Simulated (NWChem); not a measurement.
System: Si2H5O2Cl; SMILES O[SiH2]O[SiH2]Cl

```xyz
10

O      1.3043    -1.7576    -0.5808
Si    -0.0930    -1.8950     0.2970
O     -0.9951    -0.4965     0.2258
Si    -0.9640     1.0429    -0.3304
Cl     0.8309     1.9611     0.2156
H      1.9730    -1.1391    -0.2525
H      0.1707    -2.1539     1.7337
H     -0.8627    -2.9844    -0.3350
H     -1.0228     1.0969    -1.8071
H     -2.0584     1.8047     0.3034
```
Atoms are numbered in this order, from 1.

Results from NWChem. Medium grid unless said otherwise, to which SCAN and Minnesota functionals are sensitive. Structure relaxed at the B3LYP/6-31G* (spherical d) level. Hybrids' shares of exact exchange are those that their runs print; pure functionals count as 0. The functionals differ in more than this share.

| row | share of exact exchange | highest occupied level (eV) |
|---|---|---|
| PBE/def2-TZVP | 0.00 | -7.41 |
| LDA (Slater exchange, VWN5)/def2-TZVP | 0.00 | -7.48 |
| TPSSh/def2-TZVP | 0.10 | -8.17 |
| B3LYP/def2-TZVP | 0.20 | -8.62 |
| PW6B95/def2-TZVP | 0.28 | withheld |
| M06-2X/def2-TZVP | 0.54 | -10.17 |

### Question
Fit a straight line of the last column on the one before it, predict the withheld value, and compare with the run.

### Answer

1. Means of the 5 shown rows: x = 0.168, y = -8.370. Slope Σ(x − x̄)(y − ȳ)/Σ(x − x̄)² = -1.002/0.2005 = -4.998; intercept -7.530.
2. The shown rows scatter about the line by 0.098 (root mean square); the largest residual is -0.14, at TPSSh/def2-TZVP.
3. At x = 0.28 (PW6B95/def2-TZVP; inside the shown range) the line gives -8.93.
4. The run gives -8.94, -0.01 from the line, 0.1 times the scatter.
